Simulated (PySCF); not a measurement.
**Telling isomers of C5H10OP2 apart by NMR**

Theoretical values (PySCF 2.14.0 with density-fitted response routines): geometry from GFN2-xTB, NMR shieldings at PBE0/pcSseg-1/GIAO. No solvent, a single conformation, equivalent nuclei averaged, no relativistic terms.

Chemical shifts δ = σref − σ; 1H and 13C vs TMS, all at this level. Splittings of carbon signals by F and P are missing where no couplings were computed. Where no couplings were computed, multiplicities follow the n + 1 count of equivalent neighbours, and m marks all less simple cases (inequivalent or close neighbours, rings, F or P nearby). Shifts are as computed. Against solution values, carbons near 30 ppm lie about +3 ppm off and those near 130 ppm about +5 ppm. Of 1211 compounds with measured shifts, 218 miss one by over three times the rms of a fit or turn the order of signals round; such compounds aren't used in these exercises.

(1) Tabulate the signals of `COC(C)=C=PCP`, `O=C1CCP(P)CC1` and their relative energies.

(2) What is the quickest way to tell COC(C)=C=PCP from O=C1CCP(P)CC1?

Answers

(1) 
| SMILES | carbon types | δC | δH | E rel. (kcal/mol) |
| --- | --- | --- | --- | --- |
| COC(C)=C=PCP | 2×C 1×CH2 2×CH3 | 265.5, 159.5, 55.0, 18.8, 17.5 | 3.82 (s, 3H), 2.80 (m, 2H), 2.33 (s, 3H), 1.49 (m, 2H) | 61.3 |
| O=C1CCP(P)CC1 | 1×C 4×CH2 | 213.3, 41.1, 31.2 | 2.84 (m, 4H), 2.13 (m, 2H), 2.08 (m, 4H) | 0.0 |

Energies are electronic energies at PBE0/pcSseg-1 on these geometries, without zero-point or thermal terms, each for the one conformer computed, which needn't be the lowest.

(2) Count the carbon signals: 5 against 3. The first has a methyl carbon bonded to O (CH3) at 55.0 ppm, the second a ketone carbonyl carbon (C) at 213.3 ppm. Their most deshielded carbons lie at 265.5 and 213.3 ppm. In the proton spectra the most deshielded non-exchanging signals are 3.82 (s, 3H) and 2.84 (m, 4H).
